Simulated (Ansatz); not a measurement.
Start from `CO[SiH](I)OC` and change one element to get `CO[SiH](Cl)OC`.

Ansatz, PBE0-D4/def2-TZVP geometries, multiplicity 1. Each molecule was computed in one conformer, which needn't be the lowest.

Elements past krypton have def2 core potentials.

| property | `CO[SiH](I)OC` |
| --- | --- |
| LUMO energy (B3LYP/def2-TZVPP) / eV | -0.07 |
| HOMO energy (PBE0/def2-TZVPP) / eV | -7.63 |
| HOMO energy (PBE/def2-TZVPP) / eV | -6.47 |
| LUMO energy (ωB97M-V/def2-TZVPP) / eV | 2.00 |
| HOMO energy (B3LYP/def2-TZVPP) / eV | -7.37 |
| HOMO–LUMO gap (B3LYP/def2-TZVPP) / eV | 7.30 |

(1) What does the change do to each property? (Best estimate.)

## Answers

(1) Computed: 
```json
{"property": "LUMO energy (B3LYP/def2-TZVPP) / eV", "`CO[SiH](Cl)OC`": "0.63", "shift": "0.70"}
{"property": "HOMO energy (PBE0/def2-TZVPP) / eV", "`CO[SiH](Cl)OC`": "-8.58", "shift": "-0.95"}
{"property": "HOMO energy (PBE/def2-TZVPP) / eV", "`CO[SiH](Cl)OC`": "-6.98", "shift": "-0.51"}
{"property": "LUMO energy (ωB97M-V/def2-TZVPP) / eV", "`CO[SiH](Cl)OC`": "2.52", "shift": "0.52"}
{"property": "HOMO energy (B3LYP/def2-TZVPP) / eV", "`CO[SiH](Cl)OC`": "-8.32", "shift": "-0.95"}
{"property": "HOMO–LUMO gap (B3LYP/def2-TZVPP) / eV", "`CO[SiH](Cl)OC`": "8.96", "shift": "1.66"}
```

With PBE0 the HOMO falls by 0.95 eV and the LUMO rises by 0.70 eV, so the gap widens by about 1.65 eV. PBE moves the HOMO by -0.51 eV and ωB97M-V by -1.20 eV.

B3LYP here is the variant with VWN-RPA as its local correlation; programs differ in this.

Spin–orbit coupling is left out; it splits and shifts lone-pair levels of the heavy atoms by tenths of an eV.
